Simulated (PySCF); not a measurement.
## Which determinant of SbBr⁺ lies lowest?

Unrestricted PBE0; PySCF, scalar-relativistic core potentials, basis sets Sb def2-SVP with ECP28, Br def2-SVP. Outer shells of the fragments: Sb+ 4d10 5s2 5p2; Br 3d10 4s2 4p5.

Followed along the bond (rough minima from three points):

```csv
2Ms+1,unpaired,⟨S²⟩ at the start,R at minimum (Å),Te (eV)
2,π ↑,0.76,2.41,0.00
4,π ↑↑↑,3.76,none in the scan,≤ 2.08
```

Solutions found at the starting distance of 2.580 Å, counted from the lowest of them; the search is not exhaustive and high or unbound solutions are not listed, so other states can lie among these:

| 2Ms+1 | unpaired | term | E (eV) | ⟨S²⟩ | ⟨Lz²⟩ | μ (D) |
| --- | --- | --- | --- | --- | --- | --- |
| 2 | π ↑ | ²Π | 0.00 | 0.76 | 1.01 | -3.73 |
| 4 | π ↑↑↑ | ⁴Π | 2.06 | 3.76 | 1.00 | 0.40 |
| 2 | π ↑↑↓ | mixed | 2.42 | 1.76 | 3.02 | 0.41 |
| 2 | σ ↑ | ²Σ⁺ | 2.59 | 0.77 | 0.00 | -3.46 |
| 4 | σ ↑, π ↑↑ | ⁴Σ⁻ | 2.73 | 3.76 | 0.00 | -1.80 |
| 2 | σ ↓, π ↑↑ | mixed | 3.14 | 1.76 | 0.00 | -1.58 |
| 2 | π ↑ | mixed | 3.58 | 0.75 | 3.01 | 0.45 |
| 4 | σ ↑, π ↑↑ | mixed | 4.08 | 3.75 | 2.01 | -0.11 |
| 4 | σ ↑, π ↑↑ | mixed | 4.26 | 3.75 | 2.01 | -0.30 |
| 2 | σ ↓, π ↑↑ | mixed | 4.53 | 1.76 | 2.01 | -0.11 |

A term symbol is given only where ⟨S²⟩ and ⟨Lz²⟩ are close to those of a pure state; real π, δ and φ orbitals otherwise mix terms. A positive dipole points towards Br; it is taken about the centre of mass and depends on that origin.

Spin–orbit coupling is left out. Counting both spins, an empty level lies below a filled one in some of these solutions, because spin and occupation are held.
